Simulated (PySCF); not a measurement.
Input of a run (PBE0-D3(BJ)/def2-SVP geometry optimisation, gas phase, def2 core potentials past Kr (PySCF 2.14.0)), started from GFN2-xTB:
```
{"job": {"xc": "PBE0", "basis": "def2-SVP", "d3": "d3bj", "grid": 1, "maxiter": 40, "shake": 0.03, "kind": "geom"}, "charge": 0, "multiplicity": 1}
Nb     0.064550    -0.080380    -0.075770
Se    -0.052440    -0.018710     2.236110
O      1.584250    -0.685960    -0.359550
C      3.008840    -1.189940    -0.123020
H      3.092470    -1.220810     0.941260
H      3.654880    -0.563350    -0.619810
H      2.999190    -2.230620    -0.494420
O     -0.180640     1.770040    -0.372440
C     -0.418280     3.123180    -0.076020
H     -0.529660     3.263280     0.980610
H     -1.345970     3.447740    -0.620200
H      0.470430     3.677400    -0.481300
O     -1.485940    -1.048310    -0.407500
C     -2.540310    -1.900000    -0.152900
H     -2.627360    -2.093390     0.911410
H     -2.328140    -2.836970    -0.638660
H     -3.394420    -1.413780    -0.587570
```

Output (energies in Eh, forces in Eh/bohr):
```
step   0  E = -2802.84905012  max force = 0.219084
step   1  E = -2802.90246247  max force = 0.048614
step   2  E = -2802.90931591  max force = 0.012189
step   3  E = -2802.91112808  max force = 0.008371
step   4  E = -2802.91146312  max force = 0.003980
step   5  E = -2802.91161613  max force = 0.002077
step   6  E = -2802.91167713  max force = 0.001489
step   7  E = -2802.91178401  max force = 0.002277
step   8  E = -2802.91185867  max force = 0.001449
step   9  E = -2802.91188859  max force = 0.000816
step  10  E = -2802.91189918  max force = 0.000430
optimisation converged
```

**Question.** Summarise the run.

**Answer.** The energy falls by 1.710 eV over 11 energy and gradient evaluations, the largest force component goes from 0.2191 to 4.3e-04 Eh/bohr, and the atoms move by 0.146 Å rms after alignment. The bond that changes most is Nb1–O3 (ends: niobium bonded to 3 O and Se; oxygen bonded to C and Nb), which lengthens by 0.206 Å. Bonds longer at the end by more than 0.005 Å: 9 of 16; shorter: 6. Among the angles that change most is O3–Nb1–O13, from 122.9° to 110.9°. Among the dihedrals that turn most is O3–Nb1–O13–C14, from 90° to 111°. The energy never rose by more than 1e-6 Eh on the way. The first step brought 85 % of the lowering.

**Question.** What are the final bond lengths?

**Answer.** Nb1–Se2 2.294 Å, Nb1–O3 1.866 Å, Nb1–O8 1.866 Å, Nb1–O13 1.866 Å, O3–C4 1.392 Å, C4–H5 1.104 Å, C4–H6 1.103 Å, C4–H7 1.103 Å, O8–C9 1.393 Å, C9–H10 1.103 Å, C9–H11 1.103 Å, C9–H12 1.103 Å, O13–C14 1.392 Å, C14–H15 1.103 Å, C14–H16 1.103 Å, C14–H17 1.102 Å. Numbering counts from 1 in the input's order; the species is `C[O][Nb](=[Se])([O]C)[O]C` (NbSe(OMe)3).

The run used 192 basis functions and 93 SCF cycles in all. Hardware: an Arm Neoverse V1 with one thread, shared host with 32 logical CPUs at a one-minute load of 24. Cost: 5.7 min, 0.90 GiB resident at most.

No frequency check.
